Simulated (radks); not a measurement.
Problem. The mean radii <r> (bohr) of the occupied orbitals of an atom or ion are listed with their occupations. Method: Dirac Kohn-Sham, LDA (Slater exchange, Perdew-Wang correlation), spin-unpolarised, spherical densities, finite nucleus; Fermi nuclear charge, rms radius of each element as measured or else 0.836 A^(1/3) + 0.57 fm; computed with a radial shooting solver on a logarithmic mesh with Libxc functionals.

orbital  occ.      <r>
1s1/2       2  0.02725
2s1/2       2   0.1168
2p1/2       2  0.09850
2p3/2       4   0.1042
3s1/2       2   0.3143
3p1/2       2   0.3043
3p3/2       4   0.3159
3d3/2       4   0.2866
3d5/2       6   0.2903
4s1/2       2   0.7397
4p1/2       2   0.7720
4p3/2       4   0.8005
4d3/2       4   0.9105
4d5/2       6   0.9217
5s1/2       2    1.828
5p1/2       2    2.062

Name the element and its charge. Open shells, if any, fill j = l - 1/2 first.

Solution. Z = 53, iodine, charge +3: I3+ in [Kr] 4d10 5s2 5p2. The 1s radius gives Z: for a bare nucleus <r> = (2 gamma + 1)/(2Z) with gamma = sqrt(1 - (Z/c)^2), 0.02683 bohr for Z = 53, and screening makes it slightly larger (0.02725 here). The occupations add up to 50, and the charge is Z minus that.
